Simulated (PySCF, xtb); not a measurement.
H3OSi, SMILES [SiH3][O] (connectivity only; charge and spin as stated), charge -1, multiplicity 1.

GFN2-xTB (xtb 6.7.1) at its own geometry gives an orbital gap of 7.53 eV.

Geometry optimised at B3LYP-D3(BJ)/def2-TZVPD. The spin state was assumed, not searched. The isomer is the one that the SMILES or the coordinates give; other isomers of the formula were not compared.

What does HF/def2-TZVPD in PySCF give? (Estimate from the structure and the level; the computed values follow.)

gap 10.48 eV (levels -4.82 and 5.66 eV).
